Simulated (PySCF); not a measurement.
An unknown shows these calculated signals:

1H NMR (300 MHz, computed): δ 4.05 (br, 2H), 2.45 (s, 9H), 1.00 (s, 9H).

13C{1H} NMR (computed): δ 49.4 (CH3), 31.3 (CH3), 18.8 (C).

Equivalent nuclei averaged, non-relativistic, isolated molecule, one conformer. Geometry: PBE0-D3(BJ)/def2-SVP; σ from GIAO-KT2/pcSseg-1; PySCF 2.14.

Referencing at the same level of theory: 1H (31.18 ppm), 13C (183.22 ppm) against TMS.

**Question.** Which of these does the molecule contain: a ketone, an aldehyde, a tert-butyl group, a benzene ring, an N-methyl group?

**Answer.** 
- A ketone: no.
- An aldehyde: no.
- A tert-butyl group: yes (δC 31.3, 18.8; δH 1.00 (s)).
- A benzene ring: no.
- An N-methyl group: yes (δC 49.4; δH 2.45 (s)).

The data belong to SMILES C[C](C)(C)[AlH2-][N+](C)(C)C, C7H20AlN; they needn't prove each group on their own.

Carbon signals by region: 3 below 50 ppm.

Hydrides on Al or Ga are broadened by the quadrupolar metal nucleus. Shifts are as computed. Against solution values, carbons near 30 ppm lie about +2 ppm off and those near 130 ppm about -5 ppm. Of 1309 compounds with measured shifts, 239 miss one by over three times the rms of a fit or turn the order of signals round; such compounds aren't used in these exercises. Multiplicities follow the n + 1 count of equivalent neighbours, as no J values were calculated; m marks all less simple cases, F and P coupling included.
